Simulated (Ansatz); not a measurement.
Born–Oppenheimer molecular dynamics of CH4ClFGe (8 atoms, charge 0, multiplicity 1). It starts from a relaxed structure.

Theory: RHF/def2-SVP in Ansatz 0.2.0.

```yaml
ensemble: NVE (velocity Verlet)
time_step: 0.5 fs
steps_asked: 100
starting_velocities_drawn_for: 3000 K
seed: 615678
```

First frame:

```xyz
8
Properties=species:S:1:pos:R:3
Ge 0.066 0.043 0.037
C -0.004 0.009 1.967
H -1.040 -0.083 2.293
H 0.564 -0.842 2.345
H 0.415 0.928 2.378
H 1.435 0.122 -0.618
Cl -1.139 1.662 -0.720
F -0.673 -1.399 -0.546
```

(1) How far do the bonds stretch over the last three quarters of this one trajectory? (Pairs bonded in most of those frames.)

## Answers

(1) 
| bond | mean (Å) | spread (Å) | shortest | longest |
| --- | --- | --- | --- | --- |
| Ge1–C2 | 1.951 | 0.040 | 1.89 | 2.00 |
| Ge1–H6 | 1.519 | 0.085 | 1.40 | 1.65 |
| Ge1–Cl7 | 2.211 | 0.024 | 2.15 | 2.23 |
| Ge1–F8 | 1.734 | 0.100 | 1.60 | 1.89 |
| C2–H3 | 1.110 | 0.080 | 0.98 | 1.21 |
| C2–H4 | 1.099 | 0.053 | 1.02 | 1.18 |
| C2–H5 | 1.115 | 0.079 | 0.98 | 1.22 |

Mean temperature of the second half: 1156 K. The conserved energy stayed within 2 meV per atom of its start (net change 1.1 meV per atom), so the integration is sound. A run of 0.05 ps of so small a system gives no equilibrium averages.

Run time: 3.2 min on 1 thread of Arm Neoverse V2 (shared host), peak memory 0.21 GiB.
